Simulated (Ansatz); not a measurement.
Species: C2H5NS, SMILES `C=C(N)S` (charge 0, multiplicity 1).

Task: Give a relaxed geometry from r2SCAN-D4/def2-TZVP (Ansatz, a quantum-chemistry and plane-wave program).

Result: One answer among several that fit: the end point of this relaxation, one of several conformers (outside a Z-matrix the atoms follow the SMILES, hydrogens last).
Bond lengths (Å): C1–C2 1.339, C1–H5 1.084, C1–H6 1.079, C2–N3 1.389, C2–S4 1.770, N3–H7 1.012, N3–H8 1.011, S4–H9 1.347. Angles (°): C2–C1–H5 120.6, C2–C1–H6 120.9, H5–C1–H6 118.5, C1–C2–N3 125.6, C1–C2–S4 120.0, N3–C2–S4 114.4, C2–N3–H7 113.8, C2–N3–H8 114.4, H7–N3–H8 112.4, C2–S4–H9 96.0.
